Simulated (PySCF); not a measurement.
# Selenium: a sound run and one with changed settings

Sound run: Se [Ar] 3d10 4s2 4p4, Se⁺ [Ar] 3d10 4s2 4p3. Computed with PySCF 2.14 in cc-pVDZ-DK (5s4p2d, 27 functions), with the spin-free X2C one-electron Hamiltonian (Gaussian nucleus). In the sound run the correlated levels freeze [Ar] 3d10. The sound run starts from symmetry-adapted Hartree-Fock orbitals and uses a fine grid where one is needed.

A second run was set up differently.

| species | method | sound run (hartree) | changed run (hartree) | converged |
| --- | --- | --- | --- | --- |
| Se | MP2 | -2428.03040 | -2427.99259 | yes |
| Se | CCSD(T) | -2428.04662 | -2428.00040 | yes |
| Se⁺ | MP2 | -2427.70305 | -2427.65997 | yes |
| Se⁺ | CCSD(T) | -2427.71835 | -2427.66435 | yes |

Ionisation energy of Se:

| method | sound run (eV) | changed run (eV) |
| --- | --- | --- |
| UHF | 8.504 | 8.504 |
| MP2 | 8.907 | 9.051 |
| SCS-MP2 | 8.927 | 9.167 |
| CCSD | 8.927 | 9.142 |
| CCSD(T) | 8.933 | 9.144 |

**Question.** What was changed?
A. too few SCF iterations
B. a valence shell is frozen
C. all electrons correlated in a valence basis
D. minimal basis

**Answer.** B. Freezing a valence shell removes pair correlation that changes on ionisation.
